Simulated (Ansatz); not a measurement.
`CCCCCC(C)(C)C` + `[CH3][Nb](=[NH])([F])[Cl]` → `CC(C)(C)[N]=[Nb]([CH3])([F])[Cl]` + `CCCCC`  (substitution at a C–C bond)

Isolated molecules relaxed with PBE0-D4/def2-TZVP in Ansatz; ΔE leaves out vibrations. CBS: MP2 limit from def2 TZ/QZ plus the TZ coupled-cluster correction, frozen cores. Functionals use def2-TZVPP. Elements past krypton have def2 core potentials. For Nb outer-core shells are correlated without core-valence functions, which leaves a few kJ/mol of doubt a bond. One conformer a species, not always the lowest.

```json
{"level": "r2SCAN-D4", "ΔE (kJ/mol)": "-23.2"}
{"level": "B2PLYP", "ΔE (kJ/mol)": "-33.3"}
{"level": "r2SCAN", "ΔE (kJ/mol)": "-24.1"}
{"level": "PBE0", "ΔE (kJ/mol)": "-24.9"}
{"level": "MP2/def2-TZVPP", "ΔE (kJ/mol)": "-36.9"}
{"level": "CCSD/def2-TZVPP", "ΔE (kJ/mol)": "-21.9"}
{"level": "SCS-MP2/def2-QZVPP", "ΔE (kJ/mol)": "-35.4"}
{"level": "MP2/CBS(def2)", "ΔE (kJ/mol)": "-36.0"}
```

Task: What does CCSD(T)/CBS give? (Estimate.)

Result: Computed: -22.0 kJ/mol. The listed levels differ from it by -1.2, -11.3, -2.1, -2.9, -14.9, 0.1, -13.4, -14.0 kJ/mol.

Largest T1 diagnostic among the species: 0.020.

From PBE to PBE0 (25 % exact exchange), in def2-TZVPP and without D4, ΔE moves by +3.0 kJ/mol. The D4 term adds +3.6 kJ/mol with B3LYP and +2.0 kJ/mol with PBE0; it sums over pairs of atoms, weighted by their polarisabilities, and B3LYP, whose exchange is more repulsive, gets the larger term.

B3LYP here is the variant with VWN-RPA as its local correlation; programs differ in this.
